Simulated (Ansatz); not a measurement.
Start from `C=[N][InH2]` and change one atom or group to get `C=[N][SnH3]`.

Ansatz, PBE0-D4/def2-TZVP geometries, multiplicity 1. 

Elements past krypton have def2 core potentials.

```tsv
property	`C=[N][InH2]`
HOMO energy (PBE/def2-TZVPP) / eV	-5.00
LUMO energy (ωB97M-V/def2-TZVPP) / eV	-0.33
HOMO–LUMO gap (PBE0/def2-TZVPP) / eV	4.38
size of the dipole moment (PBE/def2-TZVPP) / D	1.25
ideal-gas entropy at 298 K and 1 bar (rigid rotor, harmonic PBE0-D4/def2-TZVP) / J/(mol·K)	311
HOMO–LUMO gap (PBE/def2-TZVPP) / eV	2.35
```

**Question.** What does the change do to each property? (An estimate is asked.)

**Answer.** Computed: 
```csv
property,`C=[N][SnH3]`,shift
HOMO energy (PBE/def2-TZVPP) / eV,-5.50,-0.50
LUMO energy (ωB97M-V/def2-TZVPP) / eV,1.33,1.66
HOMO–LUMO gap (PBE0/def2-TZVPP) / eV,6.25,1.87
size of the dipole moment (PBE/def2-TZVPP) / D,1.26,0.01
"ideal-gas entropy at 298 K and 1 bar (rigid rotor, harmonic PBE0-D4/def2-TZVP) / J/(mol·K)",309,-2
HOMO–LUMO gap (PBE/def2-TZVPP) / eV,3.79,1.44
```

With PBE0 the HOMO falls by 0.55 eV and the LUMO rises by 1.32 eV, so the gap widens by about 1.87 eV. PBE moves the HOMO by -0.50 eV and ωB97M-V by -0.57 eV. The zero-point energy changes by 24.3 kJ/mol with +3 modes. Dipoles are sizes alone; their direction can turn.
